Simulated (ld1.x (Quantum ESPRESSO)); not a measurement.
**boron (B): excitation energies, all-electron against ultrasoft**

```json
{"Element": "B (Z = 5)", "Generator": "ld1.x (Quantum ESPRESSO) 7.5", "Type": "ultrasoft", "Functional": "PBE", "Relativity": "scalar-relativistic", "Frozen core": "[He]", "Valence charge": "3", "Reference configuration": "2s2 2p0 (charge +1)", "Partial waves": "2s (bound): rcut 0.95, rcutus 1.30 bohr; 2s channel at 2.3 Ry: rcut 0.95, rcutus 1.30 bohr; 2p (bound, empty): rcut 2.95, rcutus 3.50 bohr; 2p channel at 0.05 Ry: rcut 2.95, rcutus 3.50 bohr", "Local potential": "all-electron potential smoothed inside 3.10 bohr (lloc = -1)", "Core correction": "none", "Augmentation charge": "built from norm-conserving waves at rcut, not smoothed further"}
```

Energies are relative to the spin-unpolarised reference configuration 2s2 2p0; without spin polarisation the order of configurations can differ from experiment.

Its overlap operator is not positive definite in a basis up to 400 Ry (lowest eigenvalue s -0.11), so the file is unfit for use: the generalised eigenproblem breaks down once the basis is large enough, and its test numbers describe a broken file.

```tsv
valence configuration	charge	ΔE all-electron (eV)	error AE − PS (meV)
2s2 2p1	0	-8.220	-136
2s1 2p0	+2	25.422	+24
2s2 2p0.5	+0.5	-5.332	+3.0
2s1 2p2	0	-2.369	-214
2s0 2p3	0	3.501	-230
2s2 2p1.3	-0.3	-8.958	-324
2s1 2p1	+1	6.141	+4.9
```

Levels in the configuration 2s2 2p1.3:

| level | all-electron (eV) | pseudo (eV) |
| --- | --- | --- |
| 2s | -7.060 | -6.557 |
| 2p | -1.382 | -0.697 |

Note: ghost state, extra bound levels that the all-electron valence spectrum of the same l lacks: p at -18.7 eV (s not tested). A true bound ghost makes a file unfit for plane-wave use.
